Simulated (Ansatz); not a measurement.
One change: `CC=C=C[SiH3]` becomes `CC=C=CN`.

Ansatz, PBE0-D4/def2-TZVP geometries, multiplicity 1. Each molecule was computed in one conformer, which needn't be the lowest.

| property | `CC=C=C[SiH3]` |
| --- | --- |
| HOMO–LUMO gap (ωB97M-V/def2-TZVPP) / eV | 11.14 |
| zero-point energy (PBE0-D4/def2-TZVP) / kJ/mol | 261.4 |
| LUMO energy (PBE0/def2-TZVPP) / eV | -0.14 |
| size of the dipole moment (ωB97M-V/def2-TZVPP) / D | 1.01 |
| HOMO energy (ωB97M-V/def2-TZVPP) / eV | -9.26 |
| ideal-gas entropy at 298 K and 1 bar (rigid rotor, harmonic PBE0-D4/def2-TZVP) / J/(mol·K) | 348 |

(1) What does the change do to each property? (Estimate.)

## Answers

(1) The calculation gave: 
```csv
property,`CC=C=CN`,shift
HOMO–LUMO gap (ωB97M-V/def2-TZVPP) / eV,10.25,-0.89
zero-point energy (PBE0-D4/def2-TZVP) / kJ/mol,268.2,6.8
LUMO energy (PBE0/def2-TZVPP) / eV,0.35,0.49
size of the dipole moment (ωB97M-V/def2-TZVPP) / D,1.28,0.27
HOMO energy (ωB97M-V/def2-TZVPP) / eV,-8.11,1.15
"ideal-gas entropy at 298 K and 1 bar (rigid rotor, harmonic PBE0-D4/def2-TZVP) / J/(mol·K)",321,-27
```

With PBE0 the HOMO rises by 1.18 eV and the LUMO rises by 0.49 eV, so the gap narrows by about 0.69 eV. PBE moves the HOMO by 1.23 eV and ωB97M-V by 1.15 eV. The zero-point energy changes by 6.8 kJ/mol with -3 modes. Dipoles are sizes alone; their direction can turn.

Positive LUMOs are unbound, so they and the gaps depend on the basis.
